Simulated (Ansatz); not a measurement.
`[SiH3]OC1=CS1` and `NC1=CS1` differ in one atom or group.

Ansatz, PBE0-D4/def2-TZVP geometries, multiplicity 1. Each molecule was computed in one conformer, which needn't be the lowest.

```
                                          property  `[SiH3]OC1=CS1`
                LUMO energy (PBE0/def2-TZVPP) / eV            -0.36
  size of the dipole moment (B3LYP/def2-TZVPP) / D             1.85
              HOMO–LUMO gap (PBE0/def2-TZVPP) / eV             5.03
                 HOMO energy (PBE/def2-TZVPP) / eV            -4.23
size of the dipole moment (ωB97M-V/def2-TZVPP) / D             1.80
               HOMO energy (B3LYP/def2-TZVPP) / eV            -5.18
```

Question: Give the same properties after the change, and the shifts. (Best estimate.)

Answer: The calculation gave: 
| property | `NC1=CS1` | shift |
| --- | --- | --- |
| LUMO energy (PBE0/def2-TZVPP) / eV | 0.06 | 0.42 |
| size of the dipole moment (B3LYP/def2-TZVPP) / D | 3.40 | 1.55 |
| HOMO–LUMO gap (PBE0/def2-TZVPP) / eV | 5.05 | 0.02 |
| HOMO energy (PBE/def2-TZVPP) / eV | -3.84 | 0.39 |
| size of the dipole moment (ωB97M-V/def2-TZVPP) / D | 3.36 | 1.56 |
| HOMO energy (B3LYP/def2-TZVPP) / eV | -4.79 | 0.39 |

Dipoles are sizes alone; their direction can turn.

B3LYP here is the variant with VWN-RPA as its local correlation; programs differ in this.
